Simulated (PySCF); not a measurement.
Input of a run (PBE0-D3(BJ)/def2-SVP geometry optimisation, gas phase (PySCF 2.14.0)), started from GFN2-xTB:
```
{"job": {"xc": "PBE0", "basis": "def2-SVP", "d3": "d3bj", "grid": 1, "shake": 0.01, "kind": "geom"}, "charge": 0, "multiplicity": 1}
Si     2.142010     1.978180     0.083060
Si     0.967020     0.092640    -0.587330
Si     2.102760    -1.922970    -0.572840
C     -0.546000    -0.079890     0.509390
C     -1.644520    -1.114900     0.063100
C     -2.735540    -0.038920     0.255180
C     -1.635200     1.025210     0.422110
H      1.373990     3.256170    -0.031300
H      3.328430     2.194990    -0.708770
H      2.559330     1.916950     1.485020
H      0.408150     0.316770    -1.934340
H      1.367810    -3.069570    -1.054240
H      3.302500    -1.826750    -1.398650
H      2.549530    -2.283240     0.791790
H     -0.298710    -0.261680     1.554540
H     -1.530860    -1.405490    -0.956810
H     -1.729640    -1.987300     0.692310
H     -3.331310    -0.186920     1.166040
H     -3.410350     0.085560    -0.582100
H     -1.557470     1.660340    -0.457570
H     -1.753100     1.673100     1.284430
```

Output (energies in Eh, forces in Eh/bohr):
```
step   0  E = -1028.35445997  max force = 0.022949
step   1  E = -1028.36317675  max force = 0.003873
step   2  E = -1028.36383867  max force = 0.001983
step   3  E = -1028.36397014  max force = 0.000917
step   4  E = -1028.36400661  max force = 0.000751
step   5  E = -1028.36410505  max force = 0.001352
step   6  E = -1028.36417589  max force = 0.001433
step   7  E = -1028.36422991  max force = 0.001560
step   8  E = -1028.36427672  max force = 0.000925
step   9  E = -1028.36432252  max force = 0.001235
step  10  E = -1028.36434265  max force = 0.000907
step  11  E = -1028.36435363  max force = 0.000472
step  12  E = -1028.36435566  max force = 0.000205
optimisation converged
```

Task: Summarise the run.

Result: The energy falls by 26.0 kJ/mol over 13 energy and gradient evaluations, the largest force component goes from 0.0229 to 2.0e-04 Eh/bohr, and the atoms move by 0.206 Å rms after alignment. Among the bonds, Si1–H9 and Si3–H12 change most and about equally (+0.053 Å). Bonds longer at the end by more than 0.005 Å: 15 of 21; shorter: 1. Among the angles that change most is Si1–Si2–Si3, from 117.2° to 109.4°. Among the dihedrals that turn most is H19–C6–C7–H20, from -12° to -26°. The energy never rose by more than 1e-6 Eh on the way. The first step brought 88 % of the lowering.

Task: What are the final bond lengths?

Result: Si1–Si2 2.346 Å, Si2–Si3 2.345 Å, Si2–C4 1.892 Å, C4–C5 1.551 Å, C5–C6 1.540 Å, C6–C7 1.540 Å, C4–C7 1.550 Å, Si1–H8 1.497 Å, Si1–H9 1.496 Å, Si1–H10 1.497 Å, Si2–H11 1.502 Å, Si3–H12 1.497 Å, Si3–H13 1.496 Å, Si3–H14 1.497 Å, C4–H15 1.103 Å, C5–H16 1.102 Å, C5–H17 1.100 Å, C6–H18 1.101 Å, C6–H19 1.101 Å, C7–H20 1.102 Å, C7–H21 1.100 Å. Numbering counts from 1 in the input's order; the species is `[SiH3][SiH]([SiH3])C1CCC1`.

The run used 180 basis functions and 75 SCF cycles in all.

Whether it is a minimum is left open (no frequencies). One conformer, not necessarily the lowest.
